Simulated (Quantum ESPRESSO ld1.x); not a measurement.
The numbers below are computed, except where a source is named.
These are the eigenvalues of the occupied orbitals of an atom or ion with whole-number occupations (eV). Code: ld1.x of Quantum ESPRESSO 7.5. Model: scalar-relativistic Kohn-Sham, LDA (Slater exchange, Perdew-Zunger correlation), spin-polarised, spherical densities, point nucleus.

1s up: -48815.3
1s down: -48815.3
2s up: -8428.59
2s down: -8427.28
2p up: -7565.94
2p down: -7564.87
3s up: -2235.24
3s down: -2234.37
3p up: -1966.78
3p down: -1965.86
3d up: -1608.20
3d down: -1607.01
4s up: -801.316
4s down: -798.213
4p up: -708.288
4p down: -705.231
4d up: -578.910
4d down: -575.905

Which element is it, and in what charge state? The configuration may be excited. Open shells, if any, are filled with parallel spins first.

Answer. Z = 63, europium, charge +19: Eu19+ in [Kr] 4d8. The list shows which subshells hold electrons but not how many an open one holds; the 1s level, -1793.9 hartree, gives Z - s = 59.9 by -(Z - s)^2/2, which with screening and relativity narrows Z to a few neighbours, and the depths of the outer levels then fix element, charge and occupations together.
